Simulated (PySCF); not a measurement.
CH₂N, SMILES C=[N], multiplicity 2.

Geometry: B3LYP-D3(BJ)/def2-TZVPD. The isomer is the one that the SMILES or the coordinates give; other isomers of the formula were not compared.

All values below come from CAM-B3LYP/def2-TZVPD in PySCF.

Gas-phase values at a fixed geometry.

Computed frontier levels, dipole moment and polarisability:
| Quantity | Result |
|---|---|
| α spin, highest occupied and lowest empty level | -9.23 and 0.54 eV |
| β spin, highest occupied and lowest empty level | -11.24 and -1.25 eV |
| dipole moment | 2.55 D |
| quadrupole, principal values (traceless, Buckingham form, about the centre of nuclear charge) | -0.97, -0.87, 1.84 D·Å |
| mean static polarisability | 20.2 bohr³ (2.99 Å³) |
| polarisability, principal values | 15.7, 19.0, 25.8 bohr³ |
| ⟨S²⟩ | 0.762 (pure state 0.75) |
